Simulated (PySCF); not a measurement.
# SiSb⁺: input and log

State: ³Σ⁻ (triplet), unpaired electrons π ↑↑.

An equivalent input (the run itself took its basis sets from the Basis Set Exchange, started from a PBE0 density and held the occupation σ 9α 9β, πx 4α 3β, πy 4α 3β, δx 1α 1β, δy 1α 1β):

```python
from pyscf import gto, scf, cc
mol = gto.M(atom='Si 0 0 0; Sb 0 0 2.54', basis={'Si': 'def2-SVP', 'Sb': 'def2-SVP'}, ecp={'Sb': 'def2-SVP'},
            charge=1, spin=2, verbose=4, symmetry='C2v')
mf = scf.UHF(mol)
mf.irrep_nelec = {'A1': (10, 10), 'A2': (1, 1), 'B1': (4, 3), 'B2': (4, 3)}
mf.conv_tol = 1e-9
mf.max_cycle = 60
mf.diis_space = 10
mf.kernel()
mycc = cc.CCSD(mf, frozen=[[0, 1, 2, 3, 4, 5, 6, 7, 8, 43], [0, 1, 2, 3, 4, 5, 6, 7, 8, 43]])
mycc.run(conv_tol=1e-7, conv_tol_normt=1e-5, max_cycle=80, diis_space=8)
et = mycc.ccsd_t()
```

The SCF ended at -527.79048988 hartree. The coupled-cluster part of the log:

```
******** <class 'pyscf.cc.uccsd.UCCSD'> ********
CC2 = 0
CCSD nocc = (10, 8), nmo = (34, 34)
frozen orbitals [[0, 1, 2, 3, 4, 5, 6, 7, 8, 43], [0, 1, 2, 3, 4, 5, 6, 7, 8, 43]]
max_cycle = 80
direct = 0
conv_tol = 1e-07
conv_tol_normt = 1e-05
diis_space = 8
diis_start_cycle = 0
diis_start_energy_diff = 1e+09
Init t2, MP2 energy = -0.132933240206542
Init E_corr(UCCSD) = -0.132933240231468
cycle = 1  E_corr(UCCSD) = -0.152132560154128  dE = -0.0191993199  norm(t1,t2) = 0.0908317
cycle = 2  E_corr(UCCSD) = -0.159049730123798  dE = -0.00691716997  norm(t1,t2) = 0.0382797
cycle = 3  E_corr(UCCSD) = -0.163207291055883  dE = -0.00415756093  norm(t1,t2) = 0.0234921
cycle = 4  E_corr(UCCSD) = -0.163738173401272  dE = -0.000530882345  norm(t1,t2) = 0.00825032
cycle = 5  E_corr(UCCSD) = -0.163525880163962  dE = 0.000212293237  norm(t1,t2) = 0.00531262
cycle = 6  E_corr(UCCSD) = -0.163589167037447  dE = -6.32868735e-05  norm(t1,t2) = 0.001478
cycle = 7  E_corr(UCCSD) = -0.163576733428099  dE = 1.24336093e-05  norm(t1,t2) = 0.000388386
cycle = 8  E_corr(UCCSD) = -0.16357309726194  dE = 3.63616616e-06  norm(t1,t2) = 0.000169459
cycle = 9  E_corr(UCCSD) = -0.163575288027201  dE = -2.19076526e-06  norm(t1,t2) = 5.68445e-05
cycle = 10  E_corr(UCCSD) = -0.163574774677521  dE = 5.1334968e-07  norm(t1,t2) = 2.2119e-05
cycle = 11  E_corr(UCCSD) = -0.163574747010374  dE = 2.76671464e-08  norm(t1,t2) = 8.68875e-06
UCCSD converged
E(UCCSD) = -527.9540646238274  E_corr = -0.1635747470103745
UCCSD(T) correction = -0.0070327358556042
```

T1 diagnostic 0.024, D1 0.093, 18 electrons correlated, 1 of the virtual orbitals (those above 20 hartree) left out.

Repeating this along the bond gives Re = 2.561 Å and ωe = 336 cm⁻¹.

A point of this curve took 3.1 CPU seconds beside 0.11 for the integrals (shared host).

Correlated steps freeze 9 core orbitals. Spin–orbit coupling is left out. The state is the lowest determinant that a PBE0 search found; another state may lie lower at other levels.
